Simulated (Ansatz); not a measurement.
`[SH][SnH]([SH])[SH]`, relaxed with RKS PBE-D4/def2-SVP in the Gaussian-basis code of Ansatz from a rough embedded geometry. The force threshold is 0.03 eV/Å; the program also tests the step.

Charge 0, multiplicity 1. Sn takes the def2 core potential.

Start:

```xyz
8

S     0.173   -0.959   -1.935
Sn   -0.348   -0.465    0.345
S    -2.055    1.197    0.364
S     1.551    0.429    1.420
H     1.215   -1.903   -1.550
H    -0.919   -1.913    1.175
H    -1.296    2.143   -0.331
H     1.678    1.471    0.513
```

Problem. How much energy does the relaxation release, and in how many steps? (An estimate is asked.)

Solution. Ansatz gave: 0.27 eV, in 28 steps, 6 of them rejected.

Problem. Which bonds change most? (An estimate is asked.)

Solution. The calculation gave: S1–H5 from 1.458 to 1.364 Å; Sn2–S4 from 2.358 to 2.446 Å; Sn2–S3 from 2.383 to 2.444 Å; S1–Sn2 from 2.391 to 2.445 Å.

Problem. Give the relaxed structure. (Estimate.)

Solution. Ansatz gave: 
```xyz
8

S    -0.089   -1.328   -1.844
Sn   -0.344   -0.532    0.454
S    -1.697    1.502    0.389
S     1.879    0.045    1.296
H     1.209   -0.909   -1.849
H    -1.079   -1.730    1.457
H    -1.514    1.587   -0.960
H     1.636    1.365    1.057
```
